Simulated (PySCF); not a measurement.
C4H4F2, SMILES FC(=C=CC)F. The structure is a stationary point at PBE0-D3(BJ)/def2-SVP.

Method: PBE0-D3(BJ)/def2-SVP in PySCF.

Harmonic wavenumbers (cm⁻¹): 123, 130, 169, 271, 447, 542, 594, 619, 786, 838, 991, 1048, 1114, 1267, 1316, 1380, 1442, 1449, 1552, 2151, 3053, 3125, 3134, 3183. Rotational constants (GHz): 8.611, 1.778, 1.594; symmetry number 1.

Question: Work out the zero-point energy and the ideal-gas rigid-rotor harmonic-oscillator thermochemistry at 298.15 K and 1 atm.

Answer: ZPE = ½ Σ hcν = ½ × 30724 cm⁻¹ = 183.77 kJ/mol. H − E(el) = 202.89 kJ/mol. Entropy in J/(mol K): translation 164.88, rotation 112.88, vibration 54.51, total 332.26. G − E(el) = 103.82 kJ/mol. Cp = 95.76 J/(mol K). Modes under 150 cm⁻¹ make the vibrational entropy uncertain.
